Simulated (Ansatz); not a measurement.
Ideal-gas functions of `[OH][Sn]([F])([F])[SiH3]` at 400 K and 1 bar, from an Ansatz frequency run at PBE0-D4/def2-TZVP.

Molar mass 204.82 g/mol, point group Cs (symmetry number 1), electronic degeneracy 1, moments of inertia 174.61, 326.966, 329.563 u Å². Harmonic wavenumbers (cm⁻¹, unscaled): 48, 77, 84, 121, 179, 186, 212, 311, 498, 499, 621, 622, 649, 833, 856, 930, 930, 2249, 2274, 2276, 3877.

Use S(trans) = R[1.5 ln M + 2.5 ln T − 1.1517]; rotational temperatures θ = 24.2544 K / I; S(rot) = R[ln(√π/σ · √(T³/θAθBθC)) + 1.5]; for each mode x = 1.438777 ν̃/T, S = R[x/(eˣ − 1) − ln(1 − e⁻ˣ)] and H = RT x/(eˣ − 1); 1 cm⁻¹ = 0.0119627 kJ/mol; R = 8.31446 J/(mol·K).

By hand: the entropy, in J/(mol·K).

Translation 181.3. Rotation: θ = 0.1389, 0.0742, 0.0736 K, giving 121.8. Vibration, mode by mode: 22.93, 19.02, 18.30, 15.30, 12.12, 11.81, 10.77, 7.80, 4.50, 4.48, 3.17, 3.16, 2.93, 1.74, 1.63, 1.31, 1.31, 0.02, 0.02, 0.02, 0.00, in all 142.3. Electronic 0.0. Sum 445.4 J/(mol·K).

By hand: H − E and G − E in kJ/mol, counted from the electronic energy.

Zero-point energy ½ × 18332 × 0.0119627 = 109.7; thermal vibration 27.0; translation, rotation and pV give 4 RT = 13.3. H − E = 150.0 kJ/mol, and G − E = 150.0 − 400 × 445.4/1000 = -28.2 kJ/mol.

Vibration gives 32 % of the entropy, 75.5 J/(mol·K) of it from the modes under 150 cm⁻¹: soft modes count most, and the harmonic formula is weakest for them. The sum counts one conformer and one mirror image; others add a mixing term.
